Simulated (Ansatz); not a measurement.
The Al1–H2 bond of CH5AlO (SMILES C[O][AlH2]) is stretched (multiplicity 1, the rest rigid).
Geometry at rest (charge 0, multiplicity 1):
```xyz
8

Al    -0.4845     0.8978     0.6260
H     -0.4527     1.2177     2.1639
H     -1.2211     1.7731    -0.4631
O      0.3397    -0.4921     0.1337
C      0.5615    -1.1306    -1.1007
H      0.0882    -0.6005    -1.9355
H      1.6351    -1.1935    -1.2991
H      0.1620    -2.1481    -1.0701
```

Correlated levels freeze the cores.

Programs: Ansatz (a quantum-chemistry and plane-wave program). Values without a source in brackets are computed.

Energies above the point at 1.571 Å (the B3LYP-D3(BJ) bond length), FIC-MRCISD+Q on CASSCF(2,2)/cc-pV(T+d)Z (kcal/mol): 5.02 at 1.414 Å; 3.20 at 1.728 Å; 88.29 at 5.028 Å.

Problem. Take the last value as the depth D of a Morse curve D(1 − e^(−a(R − R₀)))², fit a and R₀ to the two near points, and test it at 2.121 and 2.749 Å.

Solution. 
With D = 88.3, both near points (counted from the curve's value at 1.571 Å) are met by a = 1.35 Å⁻¹ and R₀ = 1.572 Å, so k = 2Da² = 323 kcal/(mol Å²). The curve then gives 24.2 and 56.0 kcal/mol; the level itself gives 25.0 and 60.8, so Morse is off by -0.8 and -4.8.
